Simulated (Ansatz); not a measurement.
A nudged elastic band was laid between two geometries of ClGeH5OSi (9 atoms, charge 0, multiplicity 1).

All numbers below come from RKS PBE0-D4/def2-mTZVP in Ansatz 0.2.0.

```json
{
  "movable images": "9",
  "climbing image": "yes",
  "spring": "5.0 eV/Å²",
  "optimiser": "quadratic models (default)",
  "start path": "through a guess of the saddle point",
  "force threshold": "0.03 eV/Å",
  "iteration limit": "36",
  "end points": "relaxed"
}
```

Initial state:

```xyz
9
Properties=species:S:1:pos:R:3
O -1.812 0.239 0.984
Si -0.619 0.797 -0.003
Cl 0.414 2.351 0.915
Ge 0.980 -0.875 -0.555
H -1.554 -0.175 1.814
H -1.325 1.370 -1.170
H 0.306 -2.030 -1.317
H 1.596 -1.436 0.739
H 2.102 -0.287 -1.425
```

Final state:

```xyz
9
Properties=species:S:1:pos:R:3
O -1.648 0.295 0.525
Si -0.477 1.091 -0.985
Cl 0.545 2.307 0.500
Ge 0.980 -0.853 -0.651
H -1.059 0.011 1.245
H -2.173 1.023 0.889
H 0.634 -2.080 -1.522
H 0.812 -1.309 0.832
H 2.474 -0.531 -0.851
```

(1) Which bonds break or form, and what moves?

(2) Give the energies along the band, and the barrier.

(3) What is the geometry of the highest image?

The band took 24 iterations and of the order of 27 core-minutes.

Answers

(1) Bonds broken: Si2–H6. Bonds formed: O1–H6.

(2) It converged. The highest image is number 6 of 0 to 10, 317.1 kJ/mol above the first end and 111.8 kJ/mol above the last; the last end lies 205.4 kJ/mol above the first. The profile has 2 maxima (images 1, 6) with wells between them (image 3): this band takes more than one step, which may be the mechanism or a detour left from its start path. Neighbouring images differ by up to 1.8 eV, so the band resolves the path poorly. A vibrational analysis at the climbing image gives one clearly imaginary mode, 1570i cm⁻¹: a first-order saddle point. The orbitals stay closed-shell, which can raise the energy where a bond breaks towards radicals; this wasn't checked here.

| image | path coordinate (Å) | energy (kJ/mol) | Si2–H6 (Å) | O1–H6 (Å) |
| --- | --- | --- | --- | --- |
| 0 | 0.00 | 0.0 | 1.48 | 2.48 |
| 1 | 0.56 | 2.5 | 1.48 | 2.51 |
| 2 | 1.12 | 1.4 | 1.49 | 2.59 |
| 3 | 1.68 | 0.8 | 1.49 | 2.58 |
| 4 | 2.24 | 19.2 | 1.48 | 2.41 |
| 5 | 2.80 | 145.4 | 1.49 | 1.90 |
| 6 | 3.36 | 317.1 | 1.64 | 1.29 |
| 7 | 3.97 | 223.4 | 2.23 | 0.97 |
| 8 | 4.59 | 206.9 | 2.53 | 0.97 |
| 9 | 5.21 | 205.7 | 2.54 | 0.97 |
| 10 | 5.82 | 205.4 | 2.53 | 0.97 |

(3) 
```xyz
9
Properties=species:S:1:pos:R:3:forces:R:3
O -1.724 0.148 0.814 -0.01 -0.02 0.00
Si -0.436 0.882 -0.352 0.01 0.01 0.00
Cl 0.583 2.188 0.946 0.00 0.00 0.00
Ge 1.127 -0.914 -0.678 0.00 0.00 0.00
H -1.787 0.655 1.640 0.00 0.01 0.00
H -2.066 0.914 -0.162 0.01 0.00 0.00
H 0.511 -1.993 -1.587 0.00 0.00 0.00
H 1.460 -1.536 0.692 0.00 0.00 0.00
H 2.418 -0.392 -1.331 0.00 0.00 0.00
```

The run took 14 min on 2 threads of Intel(R) Xeon(R) Platinum 8375C CPU @ 2.90GHz (Ice Lake), on a shared host, peak memory 0.33 GiB.
